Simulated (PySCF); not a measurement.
Zn(SeH)(OSiH3) (H₄OSeSiZn), SMILES [SiH3][O][Zn][SeH]. The structure is a stationary point at B3LYP-D3(BJ)/def2-SVP. The structure was generated by enumeration; whether it is a known compound was not checked. The values are those of a single conformer.

Problem. Give the equilibrium geometry at B3LYP-D3(BJ)/def2-SVP (PySCF confirms it by a frequency run) as Cartesian coordinates in Å. (Estimate from the structure and the level; the computed values follow.)

Solution. One answer among several that fit: 
```xyz
8

Zn     0.0688     0.0989    -0.1688
Se    -1.0217     0.9978     1.6295
H     -2.2841     0.3523     1.2111
O      0.9387    -0.5036    -1.5957
Si     1.5772    -1.8748    -2.2430
H      0.5115    -2.8513    -2.6379
H      2.4857    -2.5784    -1.2801
H      2.3703    -1.5399    -3.4623
```
